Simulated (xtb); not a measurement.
CH4AlIO, SMILES [CH3][Al]([OH])[I]. All values are semi-empirical tight-binding results from xtb (GFN2-xTB unless named), good for trends rather than for accurate numbers. Geometry optimised at GFN2-xTB. The values are those of a single conformer.

For metal compounds this method's bond lengths and energies can be far off.

Question: Estimate the properties. (An estimate is asked for; the answer gives what the named calculation found.)

Answer: 
```
Property                                       Value
-------------------------------------  -------------
orbital gap                                  4.32 eV
zero-point energy                      30.5 kcal/mol
G − E(el) at 298.15 K (modified RRHO)   9.8 kcal/mol
```
